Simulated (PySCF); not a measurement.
Excitations are Tamm–Dancoff values on a coarser integration grid. The basis has no diffuse functions, so Rydberg states are missing or too high.

H3BOS2, SMILES `OB(S)S` (charge 0, multiplicity 1)

The numbers are results of PBE-D3(BJ)/def2-TZVP // CAM-B3LYP-D3(BJ)/def2-TZVP (PySCF), not measurements.

| Item | Result |
|---|---|
| HOMO | -6.19 eV |
| dipole moment | 2.51 D |
| LUMO | -1.02 eV |
| HOMO–LUMO gap | 5.17 eV |
| S1 excitation (TDA) | 5.26 eV |
| S1 oscillator strength | 0.000 |
| brightest of the four lowest singlets (TDA) | 6.27 eV |
| T1 excitation (TDA) | 4.99 eV |
| S1–T1 gap (TDA) | 0.26 eV |
| total energy | -24435.33 eV |
| cost | very roughly 40 core-seconds |

```xyz
7

O     -0.2155     1.0637    -0.6038
B     -0.1033    -0.1965    -0.1188
S     -1.6118    -1.1345     0.2381
S      1.4731    -1.0476     0.2124
H      0.6115     1.5203    -0.7762
H     -2.4463    -0.1573    -0.1403
H      2.2872    -0.0531    -0.1670
```
